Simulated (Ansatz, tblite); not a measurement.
Forces on the cluster PbS2⁺ at its r2SCAN-D4/def2-TZVP geometry. The state is a doublet with charge 1.

In the def2 sets Pb takes a core potential; there is no spin–orbit coupling. The xTB rows come from tblite. Another isomer (doublet) lies 3.07 eV lower at PBE0-D4/def2-TZVP; other spin states weren't run for this one.

GFN1-xTB (tblite), largest force 1.88 eV/Å:

```xyz
3
positions Å, forces eV/Å
Pb    0.001    0.002   -0.001    0.000    0.004   -0.002
S    -2.201    0.472   -0.324   -1.817    0.388   -0.267
S     2.201   -0.473    0.325    1.817   -0.392    0.269
```

GFN2-xTB (tblite), largest force 1.02 eV/Å:

```
Pb -0.001 0.001 -0.001
S -0.989 0.212 -0.145
S 0.989 -0.213 0.146
```

PBE-D4/def2-TZVP (Ansatz), largest force 0.32 eV/Å:

```
Pb -0.001 -0.002 0.001
S -0.313 0.068 -0.047
S 0.315 -0.066 0.046
```
